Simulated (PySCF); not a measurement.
**From computed data to an observable: refractive index and permittivity of the vapour**

BrH₃OSiTe, SMILES [SiH3]O[Te]Br.

The structure is a stationary point at B3LYP-D3(BJ)/def2-SVP. This is a generated structure with no PubChem entry under its InChIKey; it may be hypothetical. The def2 effective core potentials stand for the cores of Te; spin–orbit coupling is left out. Other conformers were not sampled.

PBE/def2-TZVP in PySCF gives a mean static polarisability of 88.6 bohr³ and a dipole moment of 1.42 D. Take an ideal gas at 298.15 K and 1 bar, whether or not the substance is that volatile.

### Question
Work out n − 1 in the optical limit and the static ε − 1.

### Answer

Polarisability volume α' = 88.6 × 0.148185 = 13.13 Å³. Number density N = p/kT = 2.43e-5 Å⁻³.
Dilute limit of Lorentz–Lorenz: n − 1 = 2π N α' = 0.0020.
Orientation term of Debye: μ²/(3kT) = 8.098 Å³ × μ²(D²) = 16.33 Å³.
ε − 1 = 4π N (α' + μ²/3kT) = 0.0090. Orientation of the dipole supplies 55 % of the static response; it can't follow optical fields. Vibrational polarisation and dispersion are left out.
